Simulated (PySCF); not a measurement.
C10H12O2, SMILES C=Cc1ccc(OCCO)cc1 (GFN2-xTB optimised geometry):

```
24

C     -1.171     4.217     0.018
C     -1.634     2.973     0.003
C     -0.849     1.746     0.003
C      0.549     1.730     0.004
C      1.244     0.543     0.003
C      0.570    -0.681     0.000
O      1.356    -1.791     0.007
C      0.743    -3.059    -0.037
C      1.843    -4.111    -0.149
O      2.176    -4.267    -1.509
C     -0.820    -0.681     0.000
C     -1.508     0.518     0.000
H     -1.838     5.062     0.018
H     -0.120     4.449     0.032
H     -2.707     2.816    -0.009
H      1.098     2.658     0.005
H      2.323     0.530     0.003
H      0.155    -3.229     0.875
H      0.092    -3.147    -0.916
H      2.707    -3.773     0.436
H      1.478    -5.062     0.266
H      2.980    -4.790    -1.584
H     -1.377    -1.605     0.000
H     -2.589     0.499    -0.001
```

Level of theory: CAM-B3LYP/def2-SVP run with PySCF.

Problem. What are the frontier orbital energies and the dipole moment?

Solution. HOMO-2 -9.20 eV, HOMO-1 -8.51 eV, HOMO -7.03 eV, LUMO 0.51 eV, LUMO+1 1.15 eV; dipole moment 2.39 D.

On the same geometry PySCF 2.14.0 with PBE/def2-SVP gives HOMO-2 -6.22 eV, HOMO-1 -6.03 eV, HOMO -4.94 eV, LUMO -1.43 eV, LUMO+1 -0.91 eV; dipole moment 2.64 D.

Meta-Löwdin charges at CAM-B3LYP/def2-SVP: C1 -0.24, C2 -0.08, C3 -0.01, C4 -0.09, C5 -0.13, C6 0.22, O7 -0.35, C8 0.04, C9 0.05, O10 -0.51, C11 -0.17, C12 -0.09, H13 0.11, H14 0.10, H15 0.10, H16 0.10, H17 0.11, H18 0.09, H19 0.10, H20 0.09, H21 0.08, H22 0.31, H23 0.11, H24 0.10.
